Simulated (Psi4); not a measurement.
F3Ge, doublet, geometry from GFN2-xTB; CAM-B3LYP/STO-3G run with Psi4.

Here is a job for Psi4.
```
memory 2 GB

molecule {
0 2
F    -1.03403418   -1.26232646   -0.41313589
Ge    0.00285560    0.00944545    0.38125035
F     1.59592010   -0.27814980   -0.45721742
F    -0.57203918    1.50689244   -0.48520348
}

set {
  basis sto-3g
  reference uks
  diis_max_vecs 15
}

energy('cam-b3lyp')
print_variables()
```

The log (banner, timings and long lists left out):

```
   => Loading Basis Set <=

    Name: STO-3G
    Role: ORBITAL
    Keyword: BASIS

         ---------------------------------------------------------
                                   SCF
               by Justin Turney, Rob Parrish, Andy Simmonett
                          and Daniel G. A. Smith
                              UKS Reference
         ---------------------------------------------------------

  ==> Geometry <==

    Molecular point group: c1
    Full point group: C1

    Geometry (in Angstrom), charge = 0, multiplicity = 2:

       Center              X                  Y                   Z               Mass
    ------------   -----------------  -----------------  -----------------  -----------------
         F           -1.034173151054    -1.262786141463    -0.431690179027    18.998403162730
         GE           0.002716628946     0.008985768537     0.362696060973    73.921177761000
         F            1.595781128946    -0.278609481463    -0.475771709027    18.998403162730
         F           -0.572178151054     1.506432758537    -0.503757769027    18.998403162730

  Running in c1 symmetry.

  Rotational constants: A =      0.17330  B =      0.17330  C =      0.11250 [cm^-1]
  Rotational constants: A =   5195.45060  B =   5195.45056  C =   3372.69363 [MHz]
  Nuclear repulsion =  296.577782135305313

  Charge       = 0
  Multiplicity = 2
  Electrons    = 59
  Nalpha       = 30
  Nbeta        = 29

  ==> Algorithm <==

  SCF Algorithm Type is DF.
  DIIS enabled.
  MOM disabled.
  Fractional occupation disabled.
  Guess Type is SAD.
  Energy threshold   = 1.00e-06
  Density threshold  = 1.00e-06
  Integral threshold = 1.00e-12

  ==> Primary Basis <==

  Basis Set: STO-3G
    Blend: STO-3G
    Number of shells: 17
    Number of basis functions: 33
    Number of Cartesian functions: 34
    Spherical Harmonics?: true
    Max angular momentum: 2

  ==> DFT Potential <==

   => LibXC <=

    Version 7.1.2
    S. Lehtola, C. Steigemann, M. J. T. Oliveira, and M. A. L. Marques,  SoftwareX 7, 1–5 (2018) (10.1016/j.softx.2017.11.002)

   => Composite Functional: CAM-B3LYP <=

    CAM-B3LYP Hyb-GGA Exchange-Correlation Functional

    T. Yanai, D. P. Tew, and N. C. Handy,  Chem. Phys. Lett. 393, 51 (2004) (10.1016/j.cplett.2004.06.011)

    Deriv               =              1
    GGA                 =           TRUE
    Meta                =          FALSE

    Exchange Hybrid     =           TRUE
    MP2 Hybrid          =          FALSE

   => Exchange Functionals <=

    0.3500         Becke 88 [omega = 0.3300]
    0.4600   Short-range recipe for B88 functional - erf [omega = 0.3300]

   => Exact (HF) Exchange <=

    0.4600            HF,LR [omega = 0.3300]
    0.1900               HF

   => Correlation Functionals <=

    0.1900   Vosko, Wilk & Nusair (VWN5)
    0.8100   Lee, Yang & Parr

   => LibXC Density Thresholds  <==

    XC_HYB_GGA_XC_CAM_B3LYP:  1.00E-14

   => Molecular Quadrature <=

    Radial Scheme          =       TREUTLER
    Pruning Scheme         =           NONE
    Nuclear Scheme         =       TREUTLER

    Blocking Scheme        =         OCTREE
    BS radius alpha        =              1
    Pruning alpha          =              1
    Radial Points          =             75
    Spherical Points       =            302
    Total Points           =          84967
    Total Blocks           =            715
    Max Points             =            256
    Max Functions          =             31
    Weights Tolerance      =       1.00E-15

   => Loading Basis Set <=

    Name: (STO-3G AUX)
    Role: JKFIT
    Keyword: DF_BASIS_SCF

  ==> Integral Setup <==

  SCF_SUBTYPE=INCORE selected. In-core MEM_DF algorithm will be used.
  Using in-core AOs.

  ==> MemDFJK: Density-Fitted J/K Matrices <==

    J tasked:                   Yes
    K tasked:                   Yes
    wK tasked:                  Yes
    Omega:                3.300E-01
    Algorithm:                 Core
[...]

  SCF Guess: Superposition of Atomic Densities via on-the-fly atomic UHF (no occupation information).

   -------------------------
    Irrep   Nso     Nmo
   -------------------------
     A         33      33
   -------------------------
    Total      33      33
   -------------------------

  ==> Iterations <==

                           Total Energy        Delta E     RMS |[F,P]|

   @DF-UKS iter SAD: -2345.29225592991816   -2.34529e+03   0.00000e+00
   @DF-UKS iter   1: -2347.81364371199470   -2.52139e+00   2.01426e-02 DIIS/ADIIS
   @DF-UKS iter   2: -2347.40096481692126    4.12679e-01   2.35850e-02 DIIS/ADIIS
   @DF-UKS iter   3: -2348.10661710113118   -7.05652e-01   4.48334e-03 DIIS/ADIIS
   @DF-UKS iter   4: -2348.12076476975426   -1.41477e-02   1.64865e-03 DIIS/ADIIS
   @DF-UKS iter   5: -2348.12418653500663   -3.42177e-03   2.90070e-04 DIIS/ADIIS
   @DF-UKS iter   6: -2348.12447547457168   -2.88940e-04   1.06585e-04 DIIS/ADIIS
   @DF-UKS iter   7: -2348.12449982134285   -2.43468e-05   5.62229e-05 DIIS
   @DF-UKS iter   8: -2348.12450411190684   -4.29056e-06   2.36700e-05 DIIS
   @DF-UKS iter   9: -2348.12450488631566   -7.74409e-07   5.09062e-06 DIIS
   @DF-UKS iter  10: -2348.12450498491762   -9.86020e-08   1.52588e-06 DIIS
   @DF-UKS iter  11: -2348.12450500772229   -2.28047e-08   4.44019e-07 DIIS
  Energy and wave function converged.

  ==> Post-Iterations <==

   Electrons on quadrature grid:
      Nalpha   =   30.0000366805 ; deviation = 3.668e-05
      Nbeta    =   29.0000343013 ; deviation = 3.430e-05
      Ntotal   =   59.0000709818 ; deviation = 7.098e-05

   @Spin Contamination Metric:   1.115718689E-02
   @S^2 Expected:                7.500000000E-01
   @S^2 Observed:                7.611571869E-01
   @S   Expected:                5.000000000E-01
   @S   Observed:                5.000000000E-01

    Orbital Energies [Eh]
    ---------------------

    Alpha Occupied:

[...]
    Alpha Virtual:

[...]
    Beta Occupied:

[...]
    Beta Virtual:

[...]
      33A      0.297043

    Final Occupation by Irrep:
              A
    DOCC [    29 ]
    SOCC [     1 ]
    NA   [    30 ]
    NB   [    29 ]

  @DF-UKS Final Energy: -2348.12450500772229

   => Energetics <=

    Nuclear Repulsion Energy =            296.5777821353053127
    One-Electron Energy =               -3888.4323665375413839
    Two-Electron Energy =                1329.6761019285565908
    DFT Exchange-Correlation Energy =     -85.9460225340424984
    Empirical Dispersion Energy =           0.0000000000000000
    VV10 Nonlocal Energy =                  0.0000000000000000
    Total Energy =                      -2348.1245050077222913

  UHF NO Occupations:
  HONO-2 :   28  A 1.9976701
  HONO-1 :   29  A 1.9976696
  HONO-0 :   30  A 1.0000000
  LUNO+0 :   31  A 0.0023304
  LUNO+1 :   32  A 0.0023299
  LUNO+2 :   33  A 0.0009241

Computation Completed

Properties will be evaluated at   0.000000,   0.000000,   0.000000 [a0]

Properties computed using the SCF density matrix

 Multipole Moments:

 ------------------------------------------------------------------------------------
     Multipole            Electronic (a.u.)      Nuclear  (a.u.)        Total (a.u.)
 ------------------------------------------------------------------------------------

 L = 1.  Multiply by 2.5417464519 to convert [e a0] to [Debye]
 Dipole X            :          0.0181345           -0.0154947            0.0026398
 Dipole Y            :          0.0601180           -0.0512516            0.0088664
 Dipole Z            :          2.4258207           -2.0686888            0.3571319
 Magnitude           :                                                    0.3572517

 ------------------------------------------------------------------------------------

  Variable Map:
  ----------------------------------------------------------------------------
[...]
  Array Variable Map:
  ----------------------------------------------------------------------------
[...]
[...]
```
